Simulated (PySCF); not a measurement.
CH8O2Si3. Atoms are numbered in the order given.

```xyz
14

C      2.5341    -0.7206    -1.0282
Si     1.2614    -0.1058     0.2039
O      0.6874     1.4358    -0.2452
Si    -1.0119     1.4804    -0.2940
Si    -0.9911    -0.8743     0.0640
O     -1.8152    -1.6279     1.3153
H      2.1000    -0.7944    -2.0373
H      3.3929    -0.0307    -1.0706
H      2.9060    -1.7160    -0.7348
H      1.8656    -0.0548     1.5708
H     -1.5621     2.3390     0.7985
H     -1.4782     2.0349    -1.5988
H     -1.2969    -1.6919    -1.1438
H     -1.7273    -1.2291     2.1893
```

Coordinates come from a B3LYP-D3(BJ)/def2-SVP optimisation. The structure was generated by enumeration; whether it is a known compound was not checked. The values are those of a single conformer.

All values below come from TDA-PBE/def2-SVPD run with PySCF 2.14.0.

Vertical excitations. 

```tsv
state	energy (eV)	λ (nm)	f	main pairs
S1	4.16	298	0.003	HOMO→LUMO 99 %
S2	4.83	256	0.115	HOMO→LUMO+1 95 %
S3	5.07	245	0.013	HOMO−1→LUMO 94 %
S4	5.31	233	0.011	HOMO−2→LUMO 93 %
S5	5.49	226	0.004	HOMO−1→LUMO+1 89 %
S6	5.69	218	0.009	HOMO→LUMO+2 51 %, HOMO→LUMO+3 44 %
T1	3.66	339	0	HOMO→LUMO 99 %
T2	4.13	300	0	HOMO→LUMO+1 99 %
```
Triplets are in the Tamm–Dancoff approximation.
